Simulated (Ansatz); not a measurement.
A geometry relaxed with B3LYP-D3(BJ)/def2-TZVP (Ansatz, a program for electronic structure), charge 0, multiplicity 1:

```xyz
5

F      1.3132    -0.0101    -0.1570
H     -0.2957    -0.1523     1.0634
H     -0.4530     0.9649    -0.3242
C     -0.0662     0.0005     0.0079
H     -0.4984    -0.8030    -0.5900
```

Problem. Write the SMILES of this molecule.

Solution. `CF`
